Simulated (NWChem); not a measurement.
System: C$_{3}$H$_{5}$Br; SMILES C=C(C)Br

Computed with NWChem. The geometry was optimised at PBE0/def2-SVP. Total energies compare along this basis series because the functional is fixed.

```json
[
 {"level": "B3LYP/pcseg-1", "basis functions": "94", "energy (Ha)": "-2691.1794", "highest occupied level (eV)": "(withheld)", "orbital gap (eV)": "(withheld)", "dipole (D)": "(withheld)"},
 {"level": "B3LYP/aug-pcseg-1", "basis functions": "150", "energy (Ha)": "-2691.1869", "highest occupied level (eV)": "-7.04", "orbital gap (eV)": "6.47", "dipole (D)": "1.71"},
 {"level": "B3LYP/pcseg-2", "basis functions": "203", "energy (Ha)": "-2691.5901", "highest occupied level (eV)": "-7.01", "orbital gap (eV)": "6.55", "dipole (D)": "1.67"},
 {"level": "B3LYP/STO-3G", "basis functions": "38", "energy (Ha)": "-2661.8768", "highest occupied level (eV)": "-4.53", "orbital gap (eV)": "7.49", "dipole (D)": "1.20"},
 {"level": "B3LYP/def2-SVP", "basis functions": "99", "energy (Ha)": "-2691.0940", "highest occupied level (eV)": "-6.83", "orbital gap (eV)": "6.74", "dipole (D)": "1.48"}
]
```

Problem. Fill in the missing entries.

Solution. 
- B3LYP/pcseg-1, highest occupied level (eV): -6.95
- B3LYP/pcseg-1, orbital gap (eV): 6.68
- B3LYP/pcseg-1, dipole (D): 1.58
